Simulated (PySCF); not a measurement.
A calculated (MN15, PySCF 2.14, pcseg-2, the non-relativistic Hamiltonian (point nucleus)) atom or ion has these occupied shells.

```
shell  electrons  orbital energy (eV)  rms radius, mean of both spins (bohr)
 1s α          1              -3112.2                                  0.100
 1s β          1              -3112.0                                  0.100
 2s α          1              -308.01                                  0.459
 2s β          1              -307.79                                  0.459
 2p α          3              -249.20                                  0.420
 2p β          3              -249.04                                  0.420
 3s α          1              -40.055                                   1.50
 3s β          1              -38.498                                   1.50
 3p α          3              -25.358                                   1.68
 3p β          2              -24.358                                   1.68
```

**Question.** Name the element and its charge.

**Answer.** Ar⁺ (argon, charge +1), in [Ne] 3s2 3p5, 2P determinant.
